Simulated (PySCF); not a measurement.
## Worked example: dipole moment from atomic charges

Si(F)(Cl)(Me)(OH) (CH4ClFOSi), SMILES Cl[Si](F)(O)C. Atoms are numbered in the order given.

```xyz
9

C      1.7968    -0.1854    -0.7977
Si     0.0240    -0.0205    -0.3427
O     -0.8260    -1.2805    -0.9607
F     -0.5814     1.3691    -0.9119
Cl    -0.2363     0.0790     1.6990
H      2.2194    -1.1048    -0.3673
H      2.3717     0.6734    -0.4220
H      1.9046    -0.2298    -1.8920
H     -1.7551    -1.3605    -0.7242
```
Charge 0, spin multiplicity 1.

Geometry optimised at PBE0-D3(BJ)/def2-SVP. One conformer was computed; it need not be the lowest.

Charges (e) from PySCF with M06-2X/def2-TZVP:

```tsv
atom	Mulliken	IAO
C1	-0.567	-0.778
Si2	0.825	1.576
O3	-0.542	-0.806
F4	-0.328	-0.551
Cl5	-0.238	-0.344
H6	0.169	0.175
H7	0.168	0.173
H8	0.168	0.174
H9	0.344	0.381
```

The dipole moment of the full density is 1.14 D.

Q: What dipole moment does each set of point charges give, and which comes closer to that of the density?

A: 
μ = Σ q r, and 1 e Å = 4.8032 D.
Mulliken: Σ q r = (0.185, -0.266, -0.115) e Å, |μ| = 1.65 D.
IAO: Σ q r = (0.169, -0.273, 0.030) e Å, |μ| = 1.55 D.
IAO comes closer in size. Point charges leave out the atoms' own dipoles (lone pairs, polarised bonds); fits to the potential absorb them, partitions of the density don't.
